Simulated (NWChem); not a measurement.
CH2NO cation; SMILES C(=N)=[OH+]

```xyz
5

N     -0.0302     1.1896     0.0000
C     -0.0170     0.0422     0.0000
O     -0.1198    -1.1882     0.0000
H     -0.0388     2.2064     0.0000
H      0.7020    -1.7252     0.0000
```
Atoms are numbered in this order, from 1.

Structure relaxed at the PBE0/def2-SVP level.

Question: Give the principal values of the shielding tensors (ppm) of N1, C2, O3 from B3LYP/6-31G* (spherical d), GIAO (NWChem), with their diamagnetic and paramagnetic parts as GIAO splits them.

Answer: 
```json
[
 {"atom": "N1", "σ11": "101.7", "σ22": "138.9", "σ33": "327.7", "isotropic": "189.4", "diamagnetic": "319.4", "paramagnetic": "-129.9"},
 {"atom": "C2", "σ11": "14.0", "σ22": "21.5", "σ33": "281.7", "isotropic": "105.7", "diamagnetic": "268.2", "paramagnetic": "-162.4"},
 {"atom": "O3", "σ11": "233.7", "σ22": "261.4", "σ33": "380.2", "isotropic": "291.8", "diamagnetic": "387.8", "paramagnetic": "-96.0"}
]
```
